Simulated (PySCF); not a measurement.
# Excited states of C⁴⁺ (carbon, charge +4)

Ground state 1s2, ¹S. Calculation: PySCF 2.14, in x2c-TZVPall with one added diffuse shell each of s, p, d type (6s4p3d1f, 40 functions); scalar relativity by spin-free X2C-1e. Vertical excitation energies in eV without spin-orbit coupling; excited terms of each kind are numbered among those the solver found. Frozen: nothing.

```tsv
term	leading excitation	EOM-EE-CCSD
1 3S	1s → s	299.03
1 1S	1s → s	304.01
1 3P°	1s → p	304.61
1 1P°	1s → p	307.68
2 3S	1s → s	351.72
2 1S	1s → s	352.99
2 3P°	1s → p	353.15
1 3D	1s → d	353.87
1 1D	1s → d	353.89
2 1P°	1s → p	354.08
2 3D	1s → d	370.47
2 1D	1s → d	370.48
```

Only the lower part of the computed list is shown. Doubly excited terms such as np² are absent. The solver can miss terms.
